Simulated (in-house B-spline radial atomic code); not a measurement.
A fraction x of an electron is removed from 4p in I2+, starting from [Kr] 4d10 5s2 5p3 and keeping the highest spin. Level of theory: non-relativistic BLYP, spin-polarised, spherical fractional occupations, point nucleus; calculated with a radial B-spline atomic code at the basis-set limit.

```
   x  E(x) - E(0) (eV)  4p down level (eV)
   0            0.0000            -144.238
0.03            4.3359            -144.824
0.13           18.9164            -146.787
0.33           48.6694            -150.751
0.38           56.2319            -151.749
 0.5           74.5862            -154.158
0.58           86.9834            -155.773
0.68                 ?                   ?
0.78                 ?                   ?
0.92          141.1229            -162.716
   1          154.2062            -164.368
```

(1) What belongs in the row x = 0.68?

(2) What belongs in the row x = 0.78?

(3) Check Janak's theorem between x = 0.03 and 0.13.

## Answers

(1) An energy change of 102.6620 eV; 4p down at -157.802 eV.

(2) An energy change of 118.5441 eV; 4p down at -159.842 eV.

(3) The slope of the energy is 145.81 eV; the orbital levels give 145.81 eV (-ε of the emptying orbital, averaged over the two points).
